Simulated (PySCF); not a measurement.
Aluminium: a sound run and one with changed settings

Sound run: Al⁺ [Ne] 3s2, Al²⁺ [Ne] 3s1. Calculation: PySCF 2.14, in x2c-TZVPall (5s5p2d1f, 37 functions); scalar relativity by spin-free X2C-1e. The sound run starts from symmetry-adapted Hartree-Fock orbitals and uses a fine grid where one is needed.

A second run was set up differently.

```tsv
species	method	sound run (hartree)	changed run (hartree)	converged
Al⁺	UHF	-242.10475	-242.10475	yes
Al⁺	PBE0	-242.46561	-243.43180	yes
Al⁺	BP86	-242.60135	-243.95081	yes
Al²⁺	UHF	-241.45947	-241.45947	yes
Al²⁺	PBE0	-241.77814	-242.73052	yes
Al²⁺	BP86	-241.90681	-243.24201	yes
```

Ionisation energy of Al⁺:

```csv
method,sound run (eV),changed run (eV)
UHF,17.559,17.559
PBE0,18.707,19.083
BP86,18.899,19.288
```

Question: What was changed?
A. radial grid too coarse
B. a valence shell is frozen
C. minimal basis
D. basis contracted for another Hamiltonian

Answer: A. It used radial step 1.2 in ln r (0.13 in the sound run). A coarse radial grid mis-integrates the density and the exchange-correlation energy, with errors of either sign; Hartree-Fock needs no grid.
